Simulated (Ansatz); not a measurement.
Relaxation of CH$_{6}$BFO (10 atoms, charge 0, multiplicity 1), to a largest force component of 0.03 eV/Å in at most 50 steps.

The calculation used RHF/cc-pVDZ (Ansatz 0.2.0).

```xyz
10
Properties=species:S:1:pos:R:3
B 0.032 -0.266 -0.078
H -0.072 -0.488 1.093
C 1.406 -0.158 -0.823
H 1.704 -1.169 -1.130
H 1.332 0.450 -1.727
H 2.203 0.233 -0.187
F -1.105 -0.261 -0.774
O -0.102 2.030 1.154
H 0.688 2.496 1.389
H -0.131 1.264 1.749
```

Task: Where does it end, and by what steps?

Result: It converged. The force dipped under the threshold on the way, but the program's further checks kept it going. After 30 steps the energy has fallen by 0.228 eV; H10 moved furthest, 1.34 Å.

| step | energy less start (eV) | largest force component (eV/Å) | accepted |
| --- | --- | --- | --- |
| 0 | 0.0000 | 1.282 | yes |
| 2 | -0.0862 | 0.800 | yes |
| 4 | -0.1199 | 0.254 | yes |
| 6 | -0.1318 | 1.121 | yes |
| 8 | -0.1557 | 0.172 | yes |
| 10 | -0.1675 | 0.102 | yes |
| 12 | -0.1718 | 0.262 | yes |
| 14 | -0.1794 | 0.156 | yes |
| 16 | -0.1868 | 0.063 | yes |
| 18 | -0.1960 | 0.340 | yes |
| 20 | -0.2057 | 0.121 | yes |
| 22 | -0.2202 | 0.092 | yes |
| 24 | -0.2239 | 0.067 | yes |
| 26 | -0.2256 | 0.030 | yes |
| 28 | -0.2272 | 0.180 | yes |
| 30 | -0.2284 | 0.015 | yes |

```xyz
10
Properties=species:S:1:pos:R:3
B 0.212 -0.297 0.131
H 0.329 -0.848 1.193
C 1.385 -0.130 -0.899
H 1.517 -1.085 -1.424
H 1.173 0.634 -1.651
H 2.333 0.102 -0.409
F -1.056 -0.072 -0.276
O 0.304 1.843 1.096
H 0.314 1.815 2.043
H -0.556 2.169 0.863
```

Whether the end is a true minimum wasn't checked by a vibrational analysis.

Time of the run: 56 s on 1 thread of Arm Neoverse V1, on a shared host, peak memory 0.14 GiB.
